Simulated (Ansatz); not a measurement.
Cost and result for the atomization energy of `[OH][GeH]([F])[GeH3]` (9 atoms, 8 bonds).

```xyz
9

O     0.205    0.468    1.955
Ge   -0.742    0.128    0.500
F    -1.545    1.618    0.067
Ge    0.838   -0.425   -1.246
H    -0.336    0.672    2.722
H    -1.903   -0.836    0.823
H     0.078   -0.596   -2.568
H     1.544   -1.739   -0.887
H     1.860    0.710   -1.367
```

Charge 0, multiplicity 1. Correlated methods include outer-core shells of Ge, which these sets cover unevenly. Scalar relativity is left out up to krypton. All single points use the PBE0-D4/def2-TZVP geometry. It is one conformer, not always the lowest. Program: Ansatz. All runs use 4 threads of a server CPU on a shared host. Times are those of one run each, without the atoms' runs, and a repeat can differ threefold. Electronic energies, without spin–orbit coupling; frozen cores. CCSD(T)/CBS adds CCSD(T) − MP2 in def2-TZVPP to the MP2 limit, and its time is that of the two runs behind it. T1 = 0.012. With those shells the extrapolation isn't a true limit. B3LYP takes the VWN-RPA correlation (the form of Gaussian; ORCA's B3LYP/G).

CCSD(T)/CBS is a level of theory with its own doubt, some kJ/mol a heavy atom from the limit and from the frozen cores, so smaller differences don't rank the functionals.

| level | functions | wall time | atomization (kJ/mol) | difference from CCSD(T)/CBS | per bond |
| --- | --- | --- | --- | --- | --- |
| LDA (SPW92)/def2-TZVPP | 228 | 0.6 s | 3140.8 | 385.2 | 48.1 |
| revPBE-D4/def2-TZVPP | 228 | 0.85 s | 2658.9 | -96.7 | -12.1 |
| PBE-D4/def2-TZVPP (with forces) | 228 | 1.1 s | 2734.6 | -21.0 | -2.6 |
| BHLYP-D4/def2-TZVPP | 228 | 1.5 s | 2624.8 | -130.8 | -16.3 |
| r2SCAN-D4/def2-TZVPP (with forces) | 228 | 1.8 s | 2738.1 | -17.5 | -2.2 |
| B3LYP-D4/def2-TZVPP (with forces) | 228 | 1.9 s | 2703.2 | -52.4 | -6.5 |
| PBE-QIDH/def2-TZVPP | 228 | 2.4 s | 2692.4 | -63.2 | -7.9 |
| ωB97X-V/def2-TZVPP | 228 | 2.9 s | 2752.2 | -3.4 | -0.4 |
| ωB97M-V/def2-TZVPP (with forces) | 228 | 4.5 s | 2711.9 | -43.7 | -5.5 |
| CCSD(T)/def2-SVP | 117 | 4.5 s | 2537.6 | -218.0 | -27.2 |
| MP2/def2-QZVPP | 442 | 9.5 s | 2758.2 | 2.6 | 0.3 |
| CCSD(T)/def2-TZVPP | 228 | 69 s | 2695.9 | -59.7 | -7.5 |
| CCSD(T)/CBS(def2) | – | 79 s | 2755.6 | 0.0 | 0.0 |

From BLYP to BHLYP (50 % exact exchange), in def2-TZVPP and without D4, the atomization energy moves by −62.9 kJ/mol: exact exchange takes away binding that semilocal exchange gives to molecules. The D4 term adds +27.0 kJ/mol with B3LYP and +14.2 kJ/mol with PBE0; it sums over pairs of atoms, weighted by their polarisabilities, and B3LYP, whose exchange is more repulsive, gets the larger term. At CCSD(T), def2-SVP lies −218.0 kJ/mol from the extrapolated value and def2-TZVPP −59.8 kJ/mol: correlation converges slowly with the basis, and small sets miss more of it in the bonded molecule than in its fragments.
